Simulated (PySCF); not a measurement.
Compound: C7H14OSi.
Atom-mapped SMILES: `[CH3:1][CH2:2][C@@:3]1([SiH3:4])[CH2:5][C@H:6]1[C:7]([CH3:8])=[O:9]`

NICS = −σ at a ghost point: NICS(0) at the centroid of the ring atoms, NICS(1) 1 Å to either side along the normal of their mean plane, zz for the tensor component along that normal. Level: GIAO PBE0/pcSseg-1 (PySCF, non-relativistic, gas phase) on the GFN2-xTB geometry, one conformer.

Ring bond lengths (Å), with Mayer bond orders in brackets: C3–C5 1.492 (0.96), C5–C6 1.505 (0.90), C6–C3 1.533 (0.87).

Problem. What do the NICS probes read (ppm)?

Solution. 
| ring | type | NICS(0) | NICS(1), two faces | NICS(1)zz, two faces | rms pucker (Å) | centre to ring atoms, mean (Å) |
| --- | --- | --- | --- | --- | --- | --- |
| C3–C5–C6 | 3-membered carbocycle; formal bonds all single | -45.1 | -7.8 / -9.1 | -19.1 / -24.4 | 0.00 | 0.87 |

Problem. What do they say, and how far can they be read as aromaticity?

Solution. 
- C3–C5–C6: mean NICS(1)zz -21.8 ppm, shielded. C3, C5, C6 have four or more neighbours, so the value isn't read as a sign of a π ring current. The two faces differ by 5.3 ppm, so no symmetry operation interchanges them. NICS(0) lies 37 ppm below the mean NICS(1).

Problem. Give the inner angles of the rings and the Hirshfeld charges of the ring atoms.

Solution. 
- C3–C5–C6: C3 59.7° (-0.065 e), C5 61.6° (-0.083 e), C6 58.8° (-0.055 e); sum 180.0° against 180° for a flat convex ring.

The values belong to the conformer `[CH3:1][CH2:2][C@@:3]1([SiH3:4])[CH2:5][C@H:6]1[C:7]([CH3:8])=[O:9]`: C1–C2–C3–Si4 61°, C5–C6–C7–C8 -163°.
